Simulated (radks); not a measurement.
The numbers below are computed, except where a source is named.
Valence configurations of neutral antimony (all share [Kr]). Level of theory: scalar-relativistic Kohn-Sham, PBE, spin-unpolarised, spherical densities, point nucleus (a radial shooting solver on a logarithmic mesh with Libxc functionals). Order these by energy: 4d10 5s1 5p4; 4d9 5s2 5p4; 4d10 5s1.5 5p3.5; 4d8.5 5s1.5 5p5; 4d9.5 5s1.5 5p4; 4d10 5s2 5p3; 4d8 5s2 5p5; 4d10 5p5; 4d9.5 5s2 5p3.5.

Answer. From the lowest, in eV above it: 4d10 5s2 5p3 0.000; 4d10 5s1.5 5p3.5 4.029; 4d10 5s1 5p4 8.112; 4d9.5 5s2 5p3.5 14.948; 4d10 5p5 16.431; 4d9.5 5s1.5 5p4 19.180; 4d9 5s2 5p4 31.120; 4d8.5 5s1.5 5p5 53.132; 4d8 5s2 5p5 67.143. NIST lists [Kr] 4d10 5s2 5p3 as the ground configuration; this level of theory agrees among the configurations tried. The energies are those of spherical spin-averaged densities, not of single terms.
